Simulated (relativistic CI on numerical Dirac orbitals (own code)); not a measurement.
Mo⁺: 3d photoemission

Computed with this model: Dirac-Coulomb-Breit CI, separate exchange-only KLI orbitals for each configuration, a model potential for QED, valence Slater integrals scaled by 0.8, multiplet model of photoemission in the sudden approximation; configurations [Kr] 4d5 → [Ar] 3d9 4s2 4p6 4d5; 80 K; Lorentzian 0.42 eV and Gaussian 0.5 eV FWHM. Energies are those of the free ion, without screening or charge transfer. The energies are binding energies and can lie tens of eV above those of solids. S is read from ⟨S²⟩ = S(S + 1).

Field parameters in Wybourne normalisation: D3d B²₀ = −7Dσ, B⁴₀ = −14Dq − 21Dτ, B⁴₃ = −14√(10/7) Dq. The field is a parameter set, without covalency.

free ion: ground-state S = 2.50, centroid 243.05 eV. Peaks (eV, height): 241.3 (100), 244.3 (64), 245.4 (20), 249.8 (10).

D3d, 10Dq = 22000, Dσ = -1200, Dτ = -80 cm⁻¹: ground-state S = 0.51, centroid 243.69 eV. Peaks (eV, height): 242.0 (100), 245.2 (50).

Strongest unbroadened transitions for D3d, 10Dq = 22000, Dσ = -1200, Dτ = -80 cm⁻¹:

```tsv
Energy (eV)	Relative strength
241.84	88.7
241.85	52.3
241.88	54.9
241.93	48.8
241.95	100.0
241.97	95.2
242.07	92.7
242.28	11.6
242.65	30.9
242.78	26.1
244.77	11.7
245.05	19.8
245.10	14.9
245.26	11.1
245.30	15.1
245.31	23.2
245.35	23.5
245.40	15.5
```
